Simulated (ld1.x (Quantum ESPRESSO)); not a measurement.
An all-electron radial function and its pseudo partner (manganese)

Columns: radius, all-electron u(r) and pseudo u(r) of the 4p shell (level -1.42 eV) of manganese in the configuration [Ar] 3d5 4s2 4p0; PW91, scalar-relativistic, TM scheme, ld1.x (Quantum ESPRESSO) 7.5.

```json
{"r (bohr)": "0.158", "all-electron": "0.1018", "pseudo": "0.0024"}
{"r (bohr)": "0.315", "all-electron": "-0.0089", "pseudo": "0.0096"}
{"r (bohr)": "0.473", "all-electron": "-0.1304", "pseudo": "0.0217"}
{"r (bohr)": "0.630", "all-electron": "-0.1757", "pseudo": "0.0383"}
{"r (bohr)": "0.788", "all-electron": "-0.1562", "pseudo": "0.0597"}
{"r (bohr)": "0.945", "all-electron": "-0.0998", "pseudo": "0.0853"}
{"r (bohr)": "1.102", "all-electron": "-0.0276", "pseudo": "0.1151"}
{"r (bohr)": "1.260", "all-electron": "0.0484", "pseudo": "0.1488"}
{"r (bohr)": "1.418", "all-electron": "0.1211", "pseudo": "0.1855"}
{"r (bohr)": "1.575", "all-electron": "0.1870", "pseudo": "0.2243"}
{"r (bohr)": "1.732", "all-electron": "0.2454", "pseudo": "0.2640"}
{"r (bohr)": "1.890", "all-electron": "0.2965", "pseudo": "0.3036"}
{"r (bohr)": "2.047", "all-electron": "0.3399", "pseudo": "0.3412"}
{"r (bohr)": "2.205", "all-electron": "0.3766", "pseudo": "0.3757"}
{"r (bohr)": "2.362", "all-electron": "0.4069", "pseudo": "0.4056"}
{"r (bohr)": "2.520", "all-electron": "0.4315", "pseudo": "0.4307"}
{"r (bohr)": "2.678", "all-electron": "0.4508", "pseudo": "0.4505"}
{"r (bohr)": "2.835", "all-electron": "0.4653", "pseudo": "0.4652"}
{"r (bohr)": "2.992", "all-electron": "0.4755", "pseudo": "0.4755"}
{"r (bohr)": "3.150", "all-electron": "0.4821", "pseudo": "0.4821"}
{"r (bohr)": "3.308", "all-electron": "0.4853", "pseudo": "0.4853"}
{"r (bohr)": "3.465", "all-electron": "0.4856", "pseudo": "0.4856"}
{"r (bohr)": "3.622", "all-electron": "0.4833", "pseudo": "0.4833"}
{"r (bohr)": "3.780", "all-electron": "0.4790", "pseudo": "0.4790"}
{"r (bohr)": "3.938", "all-electron": "0.4728", "pseudo": "0.4728"}
{"r (bohr)": "4.095", "all-electron": "0.4652", "pseudo": "0.4652"}
```

Q: How many radial nodes do the two functions have?

A: The all-electron 4p function has n − l − 1 = 2; the pseudo-wave has 0, since the states of the same l below it are removed with the core.

Q: At about which radius was the pseudo-wave matched?

A: 3.15 bohr. The columns agree to 0.0005 from 2.68 bohr on; several derivatives are matched, so the curves merge somewhat inside the radius.

Q: Is the pseudo-wave norm-conserving?

A: Yes: the TM scheme keeps the norm inside the radius equal to the all-electron one, which fixes the energy derivative of the logarithmic derivative at the level.
